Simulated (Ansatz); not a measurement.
Gas-phase electronic energies from Ansatz, PBE0-D4/def2-TZVP geometries. CCSD(T)/CBS is the MP2 limit (def2-TZVPP, def2-QZVPP) plus CCSD(T) − MP2 in def2-TZVPP, frozen cores. This one scheme is used for every species. DFT in def2-TZVPP. Each species was taken in one conformer, which may not be the lowest.

Consider the formal exchange of groups at the Si–F bond: `O[Si](O)(O)F` + `O[SiH2]F` → `O[SiH](F)[Si](O)(O)O` + H–F.

```json
{"species": "`O[Si](O)(O)F`", "r2SCAN energy (Eh)": "-617.04451"}
{"species": "`O[SiH2]F`", "r2SCAN energy (Eh)": "-466.46091"}
{"species": "`O[SiH](F)[Si](O)(O)O`", "r2SCAN energy (Eh)": "-982.98917"}
{"species": "H–F", "r2SCAN energy (Eh)": "-100.44665"}
```

(1) Work out ΔE.

Largest T1 diagnostic among the species: 0.012.

Results:

(1) ΔE = (-982.98917) + (-100.44665) − (-617.04451) − (-466.46091) = 0.06960 Eh = +182.7 kJ/mol. CCSD(T)/CBS gives +178.9 kJ/mol.

The D4 term adds −12.4 kJ/mol with B3LYP and −7.2 kJ/mol with PBE0; it sums over pairs of atoms, weighted by their polarisabilities, and B3LYP, whose exchange is more repulsive, gets the larger term. From PBE to PBE0 (25 % exact exchange), in def2-TZVPP and without D4, ΔE moves by +11.6 kJ/mol.

B3LYP here is the variant with VWN-RPA as its local correlation; programs differ in this.
